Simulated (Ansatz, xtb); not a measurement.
**FGeH2OSb: 4 structures ranked**

4 gas-phase structures of FGeH2OSb, found in a search over its isomers (lower ones may exist). Each was relaxed with GFN2-xTB; where two conformers were screened, the lower at r2SCAN-D4/def2-SVP is listed:

A. a singlet given by its coordinates
B. `[F][Ge][O][SbH2]`, a singlet
C. a singlet given by its coordinates
D. `[F][SbH][O][GeH]`, a singlet

C (Å):

```json
{"atom": "F", "x (Å)": "0.0747", "y (Å)": "-3.4811", "z (Å)": "0.3706"}
{"atom": "Ge", "x (Å)": "0.5353", "y (Å)": "-2.4347", "z (Å)": "-1.0986"}
{"atom": "O", "x (Å)": "0.7924", "y (Å)": "-0.8328", "z (Å)": "0.0550"}
{"atom": "Sb", "x (Å)": "-1.3578", "y (Å)": "-0.5409", "z (Å)": "-0.6528"}
{"atom": "H", "x (Å)": "0.9102", "y (Å)": "-1.0475", "z (Å)": "0.9816"}
{"atom": "H", "x (Å)": "-0.5708", "y (Å)": "0.3185", "z (Å)": "-1.9238"}
```

Close contacts (Å): F1–Ge2 1.86, Ge2–O3 1.99, Ge2–Sb4 2.71, O3–Sb4 2.28, O3–H5 0.96, Sb4–H6 1.72.

A (Å):

```xyz
6

F     1.4932   -1.3513   -1.2234
Ge    0.9699   -1.2142    0.8533
O    -0.3417   -0.0662    0.6421
Sb    0.2098   -3.2651   -0.9149
H    -0.8246    0.0655   -0.1703
H    -1.1445   -2.2922   -1.4063
```

Close contacts (Å): F1–Ge2 2.15, F1–Sb4 2.32, Ge2–O3 1.76, Ge2–Sb4 2.81, O3–H5 0.95, Sb4–H6 1.74.

Task: Estimate their order in r2SCAN-D4/def2-SVP energy at these geometries, lowest first.

Result: Calculated order at r2SCAN-D4/def2-SVP: B (0.0), C (0.9), A (12.8), D (26.8) kcal/mol. Less than 1 kcal/mol parts B and C, so the order within that pair means little.

Energies above the lowest of each column, in kcal/mol; the last columns are at BLYP-D3(BJ)/def2-SVP geometries and were run for some of them only (a dash: not run or not comparable):

| structure | GFN2-xTB | HF/STO-3G | r2SCAN-D4/def2-SVP | BLYP-D3(BJ)/def2-SVP | CCSD(T)/def2-SVP + ΔMP2/def2-TZVPP |
| --- | --- | --- | --- | --- | --- |
| B | 0.0 | 0.0 | 0.0 | 0.0 | 0.0 |
| C | 11.9 | 9.9 | 0.9 | 5.1 | 7.4 |
| A | 17.3 | 32.4 | 12.8 | – | – |
| D | 19.7 | 28.9 | 26.8 | – | – |

Every level run on B puts it lowest or level with the lowest. Some further structures that were screened fall inside this span and aren't listed. Flexible structures stand in one conformer each, not always the lowest. Frequencies (BLYP-D3(BJ)/def2-SVP) were run for B, C alone. Atoms past krypton carry core potentials in the def2 sets, without spin–orbit terms. ΔMP2 is the change of the MP2 energy from the smaller to the larger basis.

Over these structures GFN2-xTB departs from r2SCAN-D4/def2-SVP by 5.7 kcal/mol on average once a common shift is removed. A GFN2-xTB relaxation took about 0.2 s and the r2SCAN-D4/def2-SVP energy about 3 s on a shared host (Ansatz 0.2.0, xtb 6.7.1).
